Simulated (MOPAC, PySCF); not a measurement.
BF₂I, SMILES `IB(F)F`, neutral singlet in the gas phase. 

Cartesian coordinates (Å):
```xyz
4

F     -0.8533     1.1418    -0.0019
B     -0.2006     0.0023    -0.0004
F     -0.8789    -1.1222    -0.0014
I      1.9328    -0.0219     0.0037
```
Charge 0, spin multiplicity 1.

All levels are single points at this geometry (B3LYP-D3(BJ)/def2-TZVP); Pople sets use spherical d functions. Orbital energies aren't observables, and empty levels follow the basis.

```csv
level,HOMO (eV),LUMO (eV),gap (eV),dipole (D),"vertical IE, Delta-SCF (eV)"
B3LYP-D3(BJ)/def2-TZVP in PySCF,-7.88,-0.93,6.95,0.46,10.63
B3LYP/6-311+G** (LANL2DZ on I) in PySCF,-7.97,-0.94,7.03,0.43,–
B3LYP/6-31G* (LANL2DZ on I) in PySCF,-7.80,-0.42,7.38,0.22,10.66
BP86/6-31G* (LANL2DZ on I) in PySCF,-6.97,-1.30,5.67,0.34,–
HF/6-31G* (LANL2DZ on I) in PySCF,-10.68,3.72,14.40,0.15,9.94
PM3 in MOPAC,-9.74,-1.84,7.89,1.34,–
```
